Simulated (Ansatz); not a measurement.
Program: Ansatz. Geometries: PBE0-D4/def2-TZVP. ΔE: electronic, gas phase. CCSD(T)/CBS adds triple-zeta CCSD(T) − MP2 to the extrapolated MP2 energy (def2 sets, frozen cores). DFT in def2-TZVPP. B3LYP here is the variant with VWN-RPA as its local correlation; programs differ in this. One conformer a species, not always the lowest.

`NBC1N[SiH2]1` + `OCF` → `NBOCF` + `C1N[SiH2]1`  (ligand exchange at a B–C bond)

`NBC1N[SiH2]1`:

Cartesian coordinates in Å:
```
N 1.392 -0.680 -1.667
B 0.890 -0.673 -0.364
C -0.525 -0.139 -0.048
N -1.120 -0.450 1.305
Si -0.716 1.217 1.197
H 2.329 -0.969 -1.886
H 0.863 -0.385 -2.470
H 1.604 -1.050 0.523
H -1.245 -0.036 -0.866
H -2.077 -0.771 1.270
H 0.368 1.704 2.073
H -1.762 2.232 0.934
```

`OCF`:

Cartesian coordinates in Å:
```
O -0.630 -0.805 -0.353
C 0.193 0.093 0.271
F -0.383 1.347 0.317
H -0.665 -0.604 -1.293
H 1.156 0.217 -0.239
H 0.329 -0.249 1.298
```

`NBOCF`:

Cartesian coordinates in Å:
```
N -0.413 -1.147 -1.579
B -0.115 -0.681 -0.302
O -0.173 0.676 -0.069
C 0.229 1.184 1.141
F 1.575 1.461 1.108
H -0.405 -2.123 -1.813
H -0.636 -0.533 -2.344
H 0.165 -1.437 0.585
H 0.066 0.472 1.957
H -0.294 2.127 1.317
```

`C1N[SiH2]1`:

Cartesian coordinates in Å:
```
C -0.174 0.878 -0.296
N -0.825 -0.453 -0.488
Si 0.704 -0.615 0.291
H 0.066 1.392 -1.223
H -0.601 1.537 0.459
H -1.716 -0.578 -0.032
H 0.783 -0.841 1.753
H 1.762 -1.320 -0.463
```

```csv
species,B3LYP energy (Eh)
`NBC1N[SiH2]1`,-466.28742
`OCF`,-215.07059
`NBOCF`,-296.00754
`C1N[SiH2]1`,-385.38923
```

Problem. Work out ΔE.

Solution. ΔE = (-296.00754) + (-385.38923) − (-466.28742) − (-215.07059) = -0.03876 Eh = -1.05 eV. CCSD(T)/CBS gives -0.97 eV.

Largest T1 diagnostic among the species: 0.013.

From PBE to PBE0 (25 % exact exchange), in def2-TZVPP and without D4, ΔE moves by −0.04 eV. The D4 term adds +0.04 eV with B3LYP and +0.02 eV with PBE0; it sums over pairs of atoms, weighted by their polarisabilities, and B3LYP, whose exchange is more repulsive, gets the larger term.
